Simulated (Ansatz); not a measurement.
Reaction (formal exchange of groups at the Hf–O bond): `C[S][Hf]([OH])([F])[Cl]` + `COC(N)O` → `C[O][Hf]([F])([Cl])[S]C` + `NC(O)O`

Gas-phase electronic energies from Ansatz, PBE0-D4/def2-TZVP geometries. CCSD(T)/CBS is the MP2 limit (def2-TZVPP, def2-QZVPP) plus CCSD(T) − MP2 in def2-TZVPP, frozen cores. Functionals use def2-TZVPP. def2 core potentials past Kr. For Hf outer-core shells are correlated without core-valence functions, which leaves a few kJ/mol of doubt a bond. Each species was taken in one conformer, which may not be the lowest.

| species | B2PLYP energy (Eh) |
| --- | --- |
| `C[S][Hf]([OH])([F])[Cl]` | -1121.91437 |
| `COC(N)O` | -285.52254 |
| `C[O][Hf]([F])([Cl])[S]C` | -1161.18900 |
| `NC(O)O` | -246.25003 |

Problem. Work out ΔE.

Solution. ΔE = (-1161.18900) + (-246.25003) − (-1121.91437) − (-285.52254) = -0.00212 Eh = -0.06 eV. CCSD(T)/CBS gives -0.04 eV.

Largest T1 diagnostic among the species: 0.015.

In def2-TZVPP, CCSD(T) changes the Hartree–Fock value by −0.05 eV (the triples alone add −0.01 eV) and MP2 by −0.06 eV.
